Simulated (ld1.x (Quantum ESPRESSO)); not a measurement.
**What the settings do to the RRKJ potential of C**

Base potential:

ld1.x (Quantum ESPRESSO) 7.5 input, shortened:

```
&input
   title='C', zed=6., rel=2, dft='BP', iswitch=3,
   config='[He] 2s1 2p3', rel_dist='average'
 /
 &inputp
   pseudotype=2, tm=.false., lloc=-2, rcloc=1.55,
   nlcc=.true., rcore=0.80
 /
2
2S  1  0   1.00   0.00  1.20  1.20  0.0
2P  2  1   3.00   0.00  1.95  1.95  0.0
 &test
   configts(1)='2s1 2p3'
 /
```

Open shells are filled in proportion to 2j + 1 (rel_dist='average').

Cutoffs, loose and tight: the cutoffs (Ry, on a coarse ladder) from which the occupation-weighted sum of valence levels, in a spherical-Bessel basis at the reference potential, stays within 10 and 1 mRy of its value at 400 Ry. They do not see the model core or the augmentation charge, which bear on the density cutoff. Test errors are all-electron minus pseudo excitation energies from the reference, over the configurations 2s2 2p2; 2s2 2p1; 2s2 2p0; 2s0 2p4; 2s2 2p1.5; 2s1 2p2; 2s2 2p2.3. A dash means not determined; rows that change the core or the reference have their own tests. The largest error is taken over the tests solved by every variant that gives reliable tests at all: 2s0 2p4; 2s1 2p2; 2s2 2p1; 2s2 2p1.5; 2s2 2p2; 2s2 2p2.3.

A true bound ghost makes a file unfit for plane-wave use even where its test errors are small: the radial tests pick states by their node count and pass the ghost by. Where a test does run into it, the solver fails or the error is huge.

| change | outcome | cutoff, loose | cutoff, tight | bound ghosts | largest test error (meV) |
| --- | --- | --- | --- | --- | --- |
| base | generated | 45 Ry | 60 Ry | none | +54 |
| local potential all-electron potential smoothed inside 0.72 bohr (lloc = -2) | generated | 40 Ry | 60 Ry | none | +58 |
| local potential all-electron potential smoothed inside 0.90 bohr (lloc = -2) | generated | 40 Ry | 60 Ry | none | +58 |
| local potential all-electron potential smoothed inside 1.08 bohr (lloc = -2) | generated | 40 Ry | 60 Ry | none | +57 |
| local potential all-electron potential smoothed inside 1.26 bohr (lloc = -2) | generated | 40 Ry | 60 Ry | none | +57 |
| local potential all-electron potential smoothed inside 1.44 bohr (lloc = -2) | generated | 45 Ry | 60 Ry | none | +56 |
| local potential all-electron potential smoothed inside 1.54 bohr (lloc = -2) | generated | 45 Ry | 60 Ry | none | +54 |
| local potential all-electron potential smoothed inside 1.90 bohr (lloc = -2) | generated | 40 Ry | 60 Ry | none | +61 |
| local potential all-electron potential smoothed inside 2.12 bohr (lloc = -2) | generated | 40 Ry | 60 Ry | none | +54 |
| local potential all-electron potential smoothed inside 2.24 bohr (lloc = -2) | generated | 45 Ry | 60 Ry | none | +52 |

**Question.** What comes out with this change to the base: local potential all-electron potential smoothed inside 1.72 bohr (lloc = -2)?

**Answer.** outcome: generated; cutoff, loose: 45 Ry; cutoff, tight: 60 Ry; bound ghosts: s; largest test error (meV): +29.

Reading the sweep of the rcloc (base included, trends over the rows without a ghost): The loose cutoff stays near 45 Ry. The median size of the test errors (rows with all tests solved) stays near 9.9 meV. Bound ghosts are found at 1.72 bohr.
